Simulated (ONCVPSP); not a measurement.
## Which change was made? (N, ONCV)

ONCVPSP 4.0.1 input, shortened (lines: element, Z, core and valence counts, functional; n l f; lmax; l rc ep ncon nbas qcut; lloc lpopt rc5 dvloc0; l nproj debl; icmod fcfact rcfact), PBEsol, scalar-relativistic:

```
  N 7.00    1    2  -116133      upf
    1    0    2.00
    2    0    2.00
    2    1    2.50
    2
    0    0.90    0.00    4    8    8.70
    1    1.75    0.00    4    7    8.60
    2    1.50    0.08    4    9    6.30
    0    5    0.90    0.00
    0    0    1.20
    1    2    3.20
    2    1    2.20
    0    0.00    0.00
```

Cutoffs, loose and tight: the cutoffs (Ha) at which the residual kinetic energy of the hardest occupied pseudo-wave falls to 1 and 0.1 mHa per electron. They do not see the model core or the augmentation charge, which bear on the density cutoff. Test errors are all-electron minus pseudo excitation energies from the reference, over the configurations 2s2 2p3; 2s2 2p2; 2s2 2p1; 2s1 2p0; variants that change the core or the reference have their own tests.

The base gives: outcome: generated; cutoff, loose: 30 Ha; cutoff, tight: 40 Ha; bound ghosts: none; GHOST(+) flags above zero: none; largest test error (meV): +1377.

Task: After one change the result is: outcome: generated; cutoff, loose: 30 Ha; cutoff, tight: 46 Ha; bound ghosts: none; GHOST(+) flags above zero: none; largest test error (meV): +1012. Which change was it?
A. all radii scaled by about 0.87 (s 0.78, p 1.52, d 1.30 bohr)
B. all radii scaled by about 1.33 (s 1.20, p 2.32, d 1.98 bohr)
C. all radii scaled by about 0.78 (s 0.70, p 1.36, d 1.18 bohr)

Result: A. The others give: all radii scaled by about 0.78 (s 0.70, p 1.36, d 1.18 bohr) → outcome: generated; cutoff, loose: 103 Ha; cutoff, tight: 342 Ha; bound ghosts: none; GHOST(+) flags above zero: none; largest test error (meV): +825 | all radii scaled by about 1.33 (s 1.20, p 2.32, d 1.98 bohr) → outcome: generated; cutoff, loose: 25 Ha; cutoff, tight: 32 Ha; bound ghosts: none; GHOST(+) flags above zero: none; largest test error (meV): +2776.
